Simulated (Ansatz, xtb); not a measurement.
**FGeH5NSn+: where a starting geometry ends**

The starting geometry of this gas-phase singlet was built from a drawn formula by distance geometry; its bonds are those of `[NH3+]/[SnH]=[GeH]\[F]`.

```
atom    x (Å)    y (Å)    z (Å)
   F   0.3830  -0.5736   2.6770
  Ge   1.0302   0.1053   0.9877
   N  -2.1720  -1.8354   0.3078
  Sn  -0.6707  -0.6841  -0.5397
   H  -2.8476  -2.1783  -0.4227
   H  -1.7746  -2.7247   0.7182
   H  -2.7623  -1.2883   0.9987
   H  -0.4095  -0.7205  -2.2443
   H   1.8193   1.5154   0.8116
```

**Question.** Predict what it relaxes into with r2SCAN-D4/def2-SVP.

**Answer.** A new bond forms, giving a structure with H8 bridging Sn4 and Ge2, given below by its coordinates. Distances that change by over a tenth: N3–Sn4 (2.07 → 2.35 Å), Sn4–H8 (1.72 → 2.04 Å). Contacts that close: Ge2–H8 (3.63 → 1.79 Å).

The energy falls by 2.64 eV over 27 steps:

```
step  E − E(last) (eV)
   1             2.643
   4             0.739
   7             0.565
  10             0.473
  13             0.429
  15             0.372
  18             0.091
  21             0.008
  24             0.000
  27             0.000
```

Final geometry (Å):

```yaml
atoms:
  - { symbol: F, position_ang: [0.2415, -1.1299, 1.7644] }
  - { symbol: Ge, position_ang: [0.4667, 0.2216, 0.6516] }
  - { symbol: N, position_ang: [-2.1465, -1.6447, 0.3493] }
  - { symbol: Sn, position_ang: [-1.5280, 0.1356, -1.0619] }
  - { symbol: H, position_ang: [-2.2621, -2.5275, -0.1599] }
  - { symbol: H, position_ang: [-1.4283, -1.7954, 1.0773] }
  - { symbol: H, position_ang: [-3.0343, -1.4676, 0.8312] }
  - { symbol: H, position_ang: [0.3136, -0.7116, -0.8654] }
  - { symbol: H, position_ang: [1.9730, 0.5354, 0.7078] }
```

From the same start GFN2-xTB ends elsewhere, in pieces: H4NSn + FGeH.

No frequencies were run, so the end isn't proven a minimum. Atoms past krypton carry core potentials, without spin–orbit terms. Run with Ansatz 0.2.0, 57 s on 2 threads of Intel(R) Xeon(R) Platinum 8375C CPU @ 2.90GHz (Ice Lake), on a shared host.
